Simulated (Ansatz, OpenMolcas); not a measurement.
# Worked example: vertical energy of the triplet above the singlet of BCl2F (dichlorofluoroborane)

The species is BCl2F (4 atoms), meant as a singlet with charge 0. As SMILES, `FB(Cl)Cl`. The shape is that of a PBE0-D4/def2-TZVP optimisation.

Both states at this one shape; open shells run unrestricted unless said. 1 Eh = 27.2114 eV.

| level | program | singlet BCl2F (Eh) | triplet BCl2F (Eh) |
| --- | --- | --- | --- |
| TPSS/6-311+G** | OpenMolcas | -1045.344168 | -1045.114393 |
| r2SCAN/6-311+G** | Ansatz | -1045.175717 | -1044.941632 |

Question: Work out the vertical gap, second state less first, at each level.

Answer: 
1. TPSS/6-311+G**: -1045.114393 − (-1045.344168) = 0.229775 Eh = 6.25 eV.
2. r2SCAN/6-311+G**: -1044.941632 − (-1045.175717) = 0.234085 Eh = 6.37 eV.

No measured value is set beside it here; the levels span 6.25 to 6.37 eV.
